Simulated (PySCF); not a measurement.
**Exercise with solution: entropy of an ideal gas**

C4H3N2, SMILES c1cn[c]nc1, multiplicity 2.

Geometry: PBE0-D3(BJ)/def2-SVP. The isomer is the one that the SMILES or the coordinates give; other isomers of the formula were not compared.

PBE0-D3(BJ)/def2-SVP run with PySCF gives the harmonic wavenumbers 380, 390, 589, 709, 755, 813, 999, 1004, 1015, 1087, 1106, 1183, 1247, 1336, 1450, 1472, 1629, 1644, 3191, 3193, 3243 cm⁻¹ and the rotational temperatures 0.3318, 0.2933, 0.1557 K. The molar mass is 79.08 g/mol, the symmetry number 2, the spin multiplicity 2.

**Question.** Work out the entropy at 298.15 K and 1 atm in the rigid-rotor, harmonic-oscillator model.

**Answer.** 
Translation (Sackur–Tetrode at 1 atm): S = R[1.5 ln M + 2.5 ln T − 1.16487] = 163.3 J/(mol K).
Rotation: q = (√π/σ) T^1.5/√(θA θB θC) = 37100, S = R[ln q + 3/2] = 99.9 J/(mol K).
Vibration: with u = 1.4388 ν/T, each mode gives R[u/(e^u − 1) − ln(1 − e^−u)]:
```tsv
ν (cm⁻¹)	modes	u	S (J/(mol K))
380	1	1.83	4.35
390	1	1.88	4.18
589	1	2.84	1.96
709	1	3.42	1.24
755	1	3.64	1.03
813	1	3.92	0.82
999	1	4.82	0.39
1004	1	4.84	0.39
1015	1	4.90	0.37
1087	1	5.25	0.28
1106	1	5.34	0.25
1183	1	5.71	0.19
1247	1	6.02	0.14
1336	1	6.45	0.10
1450	1	7.00	0.06
1472	1	7.10	0.06
1629	1	7.86	0.03
1644	1	7.93	0.03
```
The stiffer modes add less than 0.005 each. Sum 15.9 J/(mol K).
Spin: R ln 2 = 5.8 J/(mol K).
Total 284.8 J/(mol K); the program's own thermochemistry gives 284.8. Translation makes up 57 % and vibration 6 %. Anharmonicity, hindered rotation and orbital degeneracy are left out.
